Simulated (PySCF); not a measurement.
HO4S, multiplicity 2. Atoms are numbered in the order given.

```xyz
6

O      0.3813     0.8778    -1.1527
S     -0.1103     0.0443     0.0000
O      0.3813     0.8778     1.1527
O     -1.4933    -0.3750     0.0000
O      0.7398    -1.3300     0.0000
H      1.6927    -1.1140     0.0000
```
Charge 0, spin multiplicity 2.

Geometry optimised at TPSSh-D3(BJ)/def2-SVP. The isomer is the one that the SMILES or the coordinates give; other isomers of the formula were not compared. Other conformers were not sampled.

Method: PBE/def2-TZVP (PySCF).

ESP charges are fitted to the potential on shells at 1.4 to 2.0 van der Waals radii. Atomic charges (e):

```csv
atom,Mulliken,Löwdin,meta-Löwdin,ESP fit,Mulliken spin
O1,-0.24,(withheld),-0.58,-0.28,0.47
S2,0.74,(withheld),2.08,0.88,-0.08
O3,-0.24,(withheld),-0.58,-0.28,0.47
O4,-0.28,(withheld),-0.66,-0.29,0.14
O5,-0.33,(withheld),-0.63,-0.44,0.00
H6,0.34,(withheld),0.37,0.41,0.00
```

Task: What belongs in the gaps? (The exact figures need the calculation; the answer reports its results.)

Result: 
- O1, Löwdin: -0.13
- S2, Löwdin: 0.38
- O3, Löwdin: -0.13
- O4, Löwdin: -0.17
- O5, Löwdin: -0.14
- H6, Löwdin: 0.19

Task: Give the Mayer and Wiberg (Löwdin basis) orders of the bonds. (The exact figures need the calculation; the answer reports its results.)

Result: 
```
bond   Mayer  Wiberg
-----  -----  ------
O1–S2   1.58    2.05
S2–O3   1.58    2.05
S2–O4   1.96    2.40
S2–O5   1.13    1.50
O5–H6   0.85    1.02
```
